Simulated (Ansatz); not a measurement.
CH5AlOSi at its PBE0-D4/def2-TZVP geometry, where that method's forces vanish. Charge 0, multiplicity 1. The bonds changed during the relaxation, so this is another structure than the one it started from.

```xyz
9

O    -1.2530    0.6823   -1.5598
C    -0.8173   -0.4427   -1.8853
Al    0.5092    0.3874   -0.7371
Si    0.3647   -0.1066    1.6512
H    -1.4523   -1.0531   -2.5504
H     1.6375    1.2070   -1.4834
H     0.4907    1.1185    2.4923
H     1.4524   -1.0366    2.0739
H    -0.9320   -0.7562    1.9986
```

Q: What forces (eV/Å) does r2SCAN-D4/def2-TZVPP give on these atoms in Ansatz 0.2.0? (Estimate.)

A: Ansatz gave: 
```
O1  -0.203  0.401  0.086
C2   0.208 -0.381 -0.078
Al3  0.057 -0.004  0.006
Si4  0.002  0.003  0.000
H5  -0.040 -0.011 -0.027
H6  -0.022 -0.010  0.010
H7  -0.002 -0.027 -0.001
H8  -0.022  0.018  0.002
H9   0.022  0.010  0.003
```
